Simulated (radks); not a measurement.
Charge is removed step by step from the 3s down level of Si, starting from [Ne] 3s(up 1, down 1) 3p2. Calculated with a radial shooting solver on a logarithmic mesh with Libxc functionals: scalar-relativistic Kohn-Sham, r2SCAN, spin-polarised, spherical densities, finite nucleus; open shells are filled with parallel spins first; meta-GGA in the generalised Kohn-Sham scheme; Fermi nuclear charge, rms radius 3.1224 fm.

\begin{tabular}{lrr}
removed (e) & E - E(0) (eV) & eigenvalue (eV) \\ \hline
0 & 0.000 & -9.747 \\
0.25 & 2.641 & -11.384 \\
0.5 & 5.691 & -13.014 \\
0.75 & 9.145 & -14.607 \\
\end{tabular}

The mean slope of the eigenvalue, de/dn, is 6.48 eV per electron.
